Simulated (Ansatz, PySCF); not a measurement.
Gas-phase reaction (SMILES): CCCCB(C)C + F (HF) → CB(C)F [fluoro(dimethyl)borane] + CCCC; hydrogen fluoride cleaves one B-C bond, a model of a ligand-exchange step.

Structures are relaxed separately at B3LYP-D3(BJ)/def2-TZVP in Ansatz (an electronic-structure program), one conformer each, not searched for the lowest. Correlated levels leave the core frozen unless marked. No spin-orbit coupling. Non-relativistic. Basis-set limits of correlation are two-point, X^-3; Hartree-Fock from the larger set. The bracket is a focal-point correction in the basis named. Thermal terms are rigid-rotor harmonic-oscillator values from B3LYP-D3(BJ) frequencies (Ansatz or PySCF) at 298.15 K and 1 atm. 1 Eh = 627.5095 kcal/mol.

```json
[
 {"species": "CCCCB(C)C", "E, RI-MP2/CBS(cc-pVTZ,cc-pVQZ)+[CCSD(T)-MP2]/cc-pVTZ (Ansatz) (Eh)": "-262.16750", "E, wB97X-V/def2-TZVPD (Ansatz) (Eh)": "-262.56144", "H - E (Eh)": "0.21042"},
 {"species": "F (HF)", "E, RI-MP2/CBS(cc-pVTZ,cc-pVQZ)+[CCSD(T)-MP2]/cc-pVTZ (Ansatz) (Eh)": "-100.39237", "E, wB97X-V/def2-TZVPD (Ansatz) (Eh)": "-100.45520", "H - E (Eh)": "0.01259"},
 {"species": "CB(C)F", "E, RI-MP2/CBS(cc-pVTZ,cc-pVQZ)+[CCSD(T)-MP2]/cc-pVTZ (Ansatz) (Eh)": "-204.38005", "E, wB97X-V/def2-TZVPD (Ansatz) (Eh)": "-204.61398", "H - E (Eh)": "0.08606"},
 {"species": "CCCC", "E, RI-MP2/CBS(cc-pVTZ,cc-pVQZ)+[CCSD(T)-MP2]/cc-pVTZ (Ansatz) (Eh)": "-158.23877", "E, wB97X-V/def2-TZVPD (Ansatz) (Eh)": "-158.46380", "H - E (Eh)": "0.13834"}
]
```

### Question
Work out ΔE and ΔH at 298.15 K at the first level, then ΔH at the second.

### Answer

1. ΔE = [(-204.38005) + (-158.23877)] - [(-262.16750) + (-100.39237)] = -0.05895 Eh = -37.0 kcal/mol at RI-MP2/CBS(cc-pVTZ,cc-pVQZ)+[CCSD(T)-MP2]/cc-pVTZ.
2. The terms H - E add up to 0.00139 Eh, so ΔH = (-0.05895 + (0.00139))×627.5095 = -36.1 kcal/mol.
3. At wB97X-V/def2-TZVPD the same steps give ΔE = -38.4 and ΔH = -37.5 kcal/mol, a shift of -1.4 from the first level.
4. These values are not checked against measurement here, since the tables used lack a sound gas-phase enthalpy of formation for at least one species.
